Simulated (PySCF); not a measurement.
PbCl, SMILES [Cl][Pb] (connectivity only; charge and spin as stated), neutral, multiplicity 2.

Coordinates come from a B3LYP-D3(BJ)/def2-TZVP optimisation. The spin state was assumed, not searched. The def2 effective core potentials stand for the cores of Pb; spin–orbit coupling is left out.

Computed with B3LYP/def2-TZVPD run with PySCF.

Isolated molecule, no solvent.

Computed frontier levels, dipole moment:
- α spin, highest occupied and lowest empty level: -4.66 and -3.38 eV
- β spin, highest occupied and lowest empty level: -8.16 and -3.17 eV
- dipole moment: 3.68 D
- ⟨S²⟩: 0.752 (pure state 0.75)
